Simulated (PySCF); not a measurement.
This script is equivalent to a calculation on P²⁺ (phosphorus, charge +2).

```python
from pyscf import gto, scf, dft, mp, cc
import basis_set_exchange as bse
mol = gto.M(atom="P 0 0 0", charge=2, spin=1, symmetry="D2h",
            basis=gto.basis.parse(bse.get_basis("aug-cc-pV(5+d)Z", elements=["P"], fmt="nwchem")))
mf = dft.UKS(mol, xc="PBE")
mf.irrep_nelec = {'Ag': (3, 3), 'B1u': (1, 1), 'B2u': (2, 1), 'B3u': (1, 1)}
mf.kernel()
```

What total energy does it give?

-340.002 hartree (calculated).

Which occupied shell lies highest, and where?

3p α, at -24.960 eV.

What is ⟨S²⟩, and what would a pure spin state give?

0.754, against 0.75.
